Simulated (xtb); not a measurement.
Te(SH)(GeH3) (GeH₄STe), SMILES S[Te][GeH3]. All values are semi-empirical tight-binding results from xtb (GFN2-xTB unless named), good for trends rather than for accurate numbers. Coordinates come from a GFN2-xTB optimisation. This is a generated structure with no PubChem entry under its InChIKey; it may be hypothetical. Other conformers were not sampled.

For metal compounds this method's bond lengths and energies can be far off.

- orbital gap = 3.33 eV
- zero-point energy = 19.2 kcal/mol
- G − E(el) at 298.15 K (modified RRHO) = -1.9 kcal/mol
